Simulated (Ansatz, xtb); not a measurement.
Breaking the O2–H3 bond in HNaO (SMILES [OH][Na]) (multiplicity 1 held, fragments rigid). Energies count from the point at 0.954 Å.
Geometry at that point (charge 0, multiplicity 1):
```xyz
3

Na     0.0000     0.0000    -0.9173
O      0.0000     0.0000     1.0151
H      0.0000     0.0000     1.9693
```

```csv
level,energy at R = 3.054 Å (kcal/mol),minus FCI/6-31G,cost
GFN2-xTB,141.55,39.35,-
R-HF/6-31G,201.48,99.27,-
U-HF/6-31G,78.59,-23.62,-
R-MP2/6-31G,154.99,52.78,-
U-MP2/6-31G,104.33,2.13,-
R-SCS-MP2/6-31G,145.77,43.57,-
U-SCS-MP2/6-31G,104.14,1.93,-
FCI/6-31G,102.21,0.00,×1
```

 Full CI is exact for the correlated electrons in its own basis alone.

The rows run from 78.59 (U-HF/6-31G) to 201.48 kcal/mol (R-HF/6-31G).

Restricted levels (R-, RO-) in cc, def2 and unpolarised 6-31G sets keep to the state of the molecule at rest. U- levels take the lowest unrestricted solution at each point, which mixes spins at long bonds. Full CI gives the lowest state of the spin. Levels need not reach the same state.

Frozen-core correlation.

Doubts at one or more of the structures used: a restricted determinant that unrestricted orbitals would lower (R-HF/6-31G, R-MP2/6-31G, R-SCS-MP2/6-31G); a spin-contaminated determinant (U-HF/6-31G, U-MP2/6-31G, U-SCS-MP2/6-31G).

The values were computed with Ansatz (a first-principles code); xtb for the GFN methods. Each number belongs to the level named beside it. The GFN methods have no spin term and hold the electronic entropy of 300 K.

Costs are rough ratios of core time to FCI/6-31G (about 50 s over the structures, on one shared machine); a dash marks a level with no comparable run of its own.
